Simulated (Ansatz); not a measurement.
## Worked example: Ga(CH3)2(NH2) + CH7B2N → GaH(CH3)(NH2) + C2H9B2N

Species: Ga(CH3)2(NH2), singlet; CH7B2N `BN(B)C`, singlet; GaH(CH3)(NH2), singlet; C2H9B2N `BN(B)CC`, singlet. The partners trade CH3 for H: Ga–CH3 and C–H bonds give way to Ga–H and C–CH3.

Shapes, held fixed at every level: PBE0-D4/def2-TZVP. Flexible molecules stand in one conformer, not always the lowest. Programs: Ansatz 0.2.0. The zero-point and thermal change to 298 K, harmonic and unscaled (PBE0-D4/def2-TZVP), is -3.2 kJ/mol.

At CCSD(T)/def2-TZVPP; 1 Eh = 2625.50 kJ/mol:

```
      species   energy (Eh)
Ga(CH3)2(NH2)  -2059.052817
       CH7B2N   -146.517862
GaH(CH3)(NH2)  -2019.799443
      C2H9B2N   -185.762096
```

Work out ΔH(298 K) of the reaction at this level.


1. Products less reactants: (-2019.799443) + (-185.762096) − [(-2059.052817) + (-146.517862)] = 0.009140 Eh = +24.0 kJ/mol.
2. With the thermal change: +24.0 + (-3.2) = +20.8 kJ/mol.

Other levels give +7.1 (CCSD(T)/def2-SVP) to +23.2 kJ/mol (MP2/def2-TZVPP). No measured value is set beside it here. Relativity is left out for Ga unless named. Correlated rows may include outer-core shells of Ga, which these sets cover unevenly.
